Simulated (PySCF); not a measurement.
Shapes and spin states of MoF₂

Method: PySCF, PBE0, basis Mo def2-TZVP with ECP28, F def2-TZVP (scalar-relativistic core potentials, no spin–orbit coupling, density fitting).

Relaxations began from a few typed shapes and spin states; open shells are unrestricted. The search is not exhaustive: other isomers or separated fragments can lie lower, and high-lying points may rest on an excited occupation.

**Question.** Order these stationary points by electronic energy, lowest first, in kJ/mol from the lowest minimum.
A. quintet C2v: Mo–F 1.868 Å (×2); F–Mo–F 134.2°
B. singlet (closed shell, unstable to spin polarisation) D∞h: Mo–F 1.825 Å (×2); F–Mo–F 180.0°
C. quintet D∞h: Mo–F 1.887 Å (×2); F–Mo–F 180.0°
D. singlet (closed shell, unstable to spin polarisation) C2v: Mo–F 1.812 Å (×2); F–Mo–F 142.4°
E. triplet (⟨S²⟩ 2.55) D∞h: Mo–F 1.845 Å (×2); F–Mo–F 180.0°
F. broken-symmetry Ms = 1 (⟨S²⟩ 2.99) C2v: Mo–F 1.865 Å (×2); F–Mo–F 135.3°

**Answer.** A (0.0), C (18.6), E (81.9), F (92.5), D (216.8), B (220.2).

**Question.** Which of them are minima?

**Answer.** By energy in kJ/mol, 0.0: minimum; 18.6: saddle point, 1 imaginary mode; 81.9: saddle point, 1 imaginary mode; 92.5: minimum; 216.8: minimum of the closed-shell surface only; 220.2: minimum of the closed-shell surface only.

Formally Mo is in oxidation state +2, d4, with 4 unpaired electrons (the high-spin count). The Mulliken spin on Mo is 3.97. The polar-tensor charge on Mo, 1.36, is below the formal one.

For the lowest minimum: other spin states or occupations of the open shell can lie lower.

The electron or spin density has lower symmetry than the nuclear frame for the quintet D∞h at 18.6 kJ/mol, triplet (⟨S²⟩ 2.55) D∞h at 81.9 kJ/mol.
